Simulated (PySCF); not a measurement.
dimethyl(silyl)silane (C₂H₁₀Si₂), SMILES C[SiH](C)[SiH3].

Coordinates come from a r2SCAN-D4/def2-SVP optimisation.

These are TDA-ωB97X/def2-SVPD in PySCF values and carry that method's errors.

Vertical excitations. Gas-phase values at a fixed geometry. State labels are in the subgroup Cs.

Computed excitation energies, oscillator strengths and character:
```json
[
 {"state": "S1", "symmetry": "A'", "energy (eV)": "7.34", "λ (nm)": "169", "f": "0.043", "main pairs": "HOMO→LUMO 55 %, HOMO→LUMO+2 18 %, HOMO→LUMO+3 12 %"},
 {"state": "S2", "symmetry": "A\"", "energy (eV)": "7.35", "λ (nm)": "169", "f": "0.044", "main pairs": "HOMO→LUMO+1 85 %"},
 {"state": "S3", "symmetry": "A'", "energy (eV)": "7.88", "λ (nm)": "157", "f": "0.002", "main pairs": "HOMO→LUMO+2 40 %, HOMO→LUMO 33 %, HOMO→LUMO+3 23 %"},
 {"state": "S4", "symmetry": "A'", "energy (eV)": "8.33", "λ (nm)": "149", "f": "0.604", "main pairs": "HOMO→LUMO+3 52 %, HOMO→LUMO+2 34 %"},
 {"state": "S5", "symmetry": "A\"", "energy (eV)": "8.34", "λ (nm)": "149", "f": "0.000", "main pairs": "HOMO→LUMO+4 88 %"},
 {"state": "S6", "symmetry": "A\"", "energy (eV)": "8.57", "λ (nm)": "145", "f": "0.069", "main pairs": "HOMO−1→LUMO 76 %"},
 {"state": "S7", "symmetry": "A'", "energy (eV)": "8.69", "λ (nm)": "143", "f": "0.020", "main pairs": "HOMO→LUMO+6 40 %, HOMO−2→LUMO 23 %, HOMO→LUMO+7 13 %, HOMO−1→LUMO+1 9 %"},
 {"state": "S8", "symmetry": "A\"", "energy (eV)": "8.74", "λ (nm)": "142", "f": "0.104", "main pairs": "HOMO−2→LUMO+1 74 %"},
 {"state": "S9", "symmetry": "A'", "energy (eV)": "8.75", "λ (nm)": "142", "f": "0.113", "main pairs": "HOMO−2→LUMO 46 %, HOMO→LUMO+6 14 %, HOMO→LUMO+7 12 %, HOMO−2→LUMO+2 10 %"},
 {"state": "S10", "symmetry": "A'", "energy (eV)": "8.83", "λ (nm)": "140", "f": "0.183", "main pairs": "HOMO−1→LUMO+1 68 %"},
 {"state": "T1", "symmetry": "A'", "energy (eV)": "6.41", "λ (nm)": "193", "f": "0", "main pairs": "HOMO→LUMO 40 %, HOMO→LUMO+2 24 %, HOMO→LUMO+3 15 %, HOMO→LUMO+5 11 %"},
 {"state": "T2", "symmetry": "A\"", "energy (eV)": "6.46", "λ (nm)": "192", "f": "0", "main pairs": "HOMO→LUMO+1 80 %"},
 {"state": "T3", "symmetry": "A'", "energy (eV)": "7.33", "λ (nm)": "169", "f": "0", "main pairs": "HOMO→LUMO+3 61 %, HOMO→LUMO 16 %"},
 {"state": "T4", "symmetry": "A'", "energy (eV)": "7.65", "λ (nm)": "162", "f": "0", "main pairs": "HOMO→LUMO+2 59 %, HOMO→LUMO 21 %"}
]
```
Triplets are in the Tamm–Dancoff approximation.
